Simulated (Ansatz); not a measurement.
ZnTe2⁻. Total charge -1; doublet. Geometry r2SCAN-D4/def2-TZVPD.

Cartesian coordinates in Å:
```
Zn -0.210 -1.433 -1.347
Te 1.206 0.129 1.125
Te -0.996 1.304 0.222
```

In the def2 sets Te takes a core potential; there is no spin–orbit coupling. LC-ωPBE has ω = 0.4 bohr⁻¹. HSE06 is defined as in plane-wave codes, on full-range PBE exchange. Another isomer (doublet) lies 1.06 eV lower at PBE0-D4/def2-TZVPD; other spin states weren't run for this one.

**Question.** Estimate the α-spin orbital energies around the gap (eV) in Ansatz with PBE-D4/def2-TZVPD, r2SCAN-D4/def2-TZVPD, PBE0-D4/def2-TZVPD, HSE06-D4/def2-TZVPD, LC-ωPBE/def2-TZVPD.

**Answer.** 
```csv
orbital,PBE-D4/def2-TZVPD,r2SCAN-D4/def2-TZVPD,PBE0-D4/def2-TZVPD,HSE06-D4/def2-TZVPD,LC-ωPBE/def2-TZVPD
HOMO−5,-3.27,-3.55,-4.23,-3.86,-6.75
HOMO−4,-2.77,-3.04,-3.87,-3.47,-6.30
HOMO−3,-2.43,-2.79,-3.58,-3.19,-6.23
HOMO−2,-0.71,-1.02,-1.70,-1.33,-4.08
HOMO−1,-0.49,-0.65,-1.32,-0.95,-3.58
HOMO,-0.40,-0.61,-1.19,-0.82,-3.35
LUMO,1.61,1.80,2.20,1.88,3.29
LUMO+1,2.52,2.86,2.91,2.65,3.78
LUMO+2,2.56,3.10,2.93,2.66,3.92
LUMO+3,2.74,3.18,3.16,2.89,3.99
LUMO+4,2.98,3.50,3.29,3.07,4.14
LUMO+5,3.10,3.53,3.41,3.20,4.39
β HOMO,-0.26,-0.45,-1.15,-0.77,-3.31
β LUMO,0.01,0.10,0.66,0.29,2.50
```
